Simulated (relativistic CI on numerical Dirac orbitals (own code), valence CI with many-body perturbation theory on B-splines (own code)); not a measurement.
**Sn: a short configuration list, a large CI and many-body theory against measured levels**

Six calculations, all with the Dirac-Coulomb Hamiltonian. A to C use 16 configurations on KLI orbitals optimised for each, with Breit and QED terms: A ab initio, B with Slater integrals scaled by 0.85, C with the P86 correlation functional added as well. Their list is 5s2 5p2, 5s2 5p 6s, 5s 5p3, 5s2 5p 6p, 5s2 5p 5d, 5s2 5p 7s, 5s2 5p 7p, 5s2 5p 6d, 5s2 5p 4f, 5s2 5d2, 5s2 5p 7d, 5s2 5p 5f, 5s2 5p 6f, 5s2 5p 7f, 5p4, 5s 5p2 5d. D to F correlate the 4 valence electrons outside the frozen Dirac-Fock core [Kr] 4d10 of the bare core ion, in 81 B-spline orbitals (448,023 selected states over all symmetries, the rest in second order). F holds the one-electron core-valence potential Σ₁, the screening Σ₂ of the valence interaction, a three-electron term, Breit and QED; D (none of these) and E (Σ₁ alone) are solved again in the space of F. The core's calculated polarisability is 2.26 bohr³.

Computed minus measured energy above the ground level, in cm⁻¹, for 13 of the 21 excited levels that pair with a measured one in all six and keep their character from D to F (pairs that miss by over 12,000 cm⁻¹ in F, or 15,000 in both A and B, are taken as false; terms as labelled in the source; one J of a term):

```tsv
Configuration	Term	J	Measured	A	B	C	D	E	F
5s2 5p2	3P	1	1692	-191	-103	-104	-242	23	3
5s2 5p2	1D	2	8613	1654	742	747	-556	243	-40
5s2 5p2	1S	0	17162	-218	-1607	-1524	-817	423	-87
5s2 5p 6s	3P°	0	34641	700	-472	3172	-1246	2021	99
5s2 5p 6s	1P°	1	39257	886	-289	3399	-1654	2088	94
5s 5p3	5S°	2	39626	-9147	-5477	-4645	-5432	-2583	-287
5s2 5p 6p	3D	1	42342	-505	-1620	2835	-1506	1891	-13
5s2 5p 6p	3P	0	43799	-542	-1828	2619	-1515	1859	-13
5s2 5p 5d	3D°	1	44509	-1258	-1616	2058	-2775	850	-79
5s2 5p 6p	3S	1	47806	-480	-1774	2677	-1918	1982	0
5s2 5p 5d	3F°	4	48107	-45	-1126	3210	-2524	1690	-35
5s2 5p 6p	1D	2	48190	-413	-1763	2714	-1927	1943	0
5s2 5p 5d	3P°	2	48669	-618	-1569	2564	-2637	1419	-52
```

Mean absolute errors, in cm⁻¹:

```tsv
Levels	A	B	C	D	E	F
all, 21	988	1405	2493	1809	1544	50
5s2 5p2, 4	560	642	622	500	190	33
5s2 5p 6s, 4	770	400	3257	1463	2049	97
5s2 5p 6p, 8	484	1754	2724	1768	1929	6
5s2 5p 5d, 4	602	1458	2599	2640	1365	50
```

Measured levels: NIST Handbook of Basic Atomic Spectroscopic Data (Sansonetti and Martin, J. Phys. Chem. Ref. Data 34, 1559 (2005)). The scale of B and the settings of D to F were settled with such spectra in view, so this is no blind test.

From closest to farthest the columns rank F (50), A (988), B (1405), E (1544), D (1809), C (2493); over all 31 levels that F pairs, its error is 50. Inside the ground configuration the errors are A 560, B 642, C 622, D 500, E 190, F 33. The configuration that the core terms move most is 5s 5p3: its mean error is -5432 in D, and Σ₁, Σ₂, the three-electron term, and Breit with QED change it by +2849, +2398, +49 and -152, to -287 in F. In A 5s 5p3 lies too low on average. The largest residue of F is in 5s 5p3 (287). The run behind D to F took about 10 min of CPU with its rates, the short lists 2 s (one thread, shared hosts). The ionisation energy is 7.136 eV in D, 7.593 in E and 7.339 in F, against 7.344 eV in NIST ASD (measured).
